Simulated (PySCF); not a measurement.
PySCF input for CHCl2FOSi, SMILES O=C[Si](Cl)(F)Cl, PBE0/pcSseg-1. Coordinates come from a r2SCAN-D4/def2-SVP optimisation. The structure was generated by enumeration, and PubChem lists no compound with its InChIKey, so it may never have been made. One conformer was computed; it need not be the lowest.

```python
import numpy as np
from pyscf import gto, scf, dft
from pyscf.prop.nmr import rks as nmr

mol = gto.M(
    atom='''
    O    -2.28380703   -0.99074646   -0.76904875
    C    -1.85011454   -0.06838063   -0.12356652
    Si    0.01661310    0.08186424    0.30711624
    F     0.17559616    0.18617691    1.91007510
    Cl    1.03924107   -1.54095376   -0.36819481
    Cl    0.73048528    1.82065329   -0.50444815
    H    -2.52715323    0.75967189    0.23841652
    ''',
    basis='pcSseg-1',
    charge=0,
    spin=0,
    max_memory=1600,
    verbose=3,
)
mf = dft.RKS(mol, xc='pbe0')
mf.grids.level = 3
mf.conv_tol = 1e-10
mf.max_cycle = 100
mf.kernel()
n = nmr.NMR(mf)
n.verbose = 2
n.max_cycle_cphf = 60
sigma = n.kernel()
print('atom   isotropic/ppm   span/ppm')
for i, s in enumerate(sigma):
    w = np.linalg.eigvalsh((s + s.T) / 2)
    print(f'{mol.atom_symbol(i):2s}{i + 1:3d} {w.mean():14.3f} {w[2] - w[0]:11.3f}')
```

Program output:

```
converged SCF energy = -1423.09869565276
atom   isotropic/ppm   span/ppm
O   1       -589.211    2000.335
C   2        -38.332     205.685
Si  3        378.224     120.925
F   4        297.319     116.651
Cl  5        873.940     276.138
Cl  6        851.529     306.940
H   7         20.301       8.384
```

Self-consistency was reached.
